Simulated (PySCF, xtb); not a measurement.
CH₅BOS, SMILES COBS. The values are those of a single conformer.

Harmonic wavenumbers (cm⁻¹) from GFN2-xTB (xtb) at its own minimum, in rising order: 57, 189, 269, 347, 465, 691, 724, 807, 940, 1077, 1131, 1143, 1327, 1419, 1462, 1469, 2491, 2652, 2962, 2973, 2982.

Q: What does PySCF 2.14.0 with B3LYP-D3(BJ)/def2-SVP give at its own minimum? (Estimate from the structure and the level; the computed values follow.)

A: 90, 196, 261, 418, 458, 712, 825, 867, 966, 1148, 1173, 1190, 1374, 1469, 1474, 1497, 2632, 2695, 3015, 3093, 3135. Paired by order, the mean absolute difference is 54 cm⁻¹ and the zero-point energies are 39.4 and 41.0 kcal/mol.
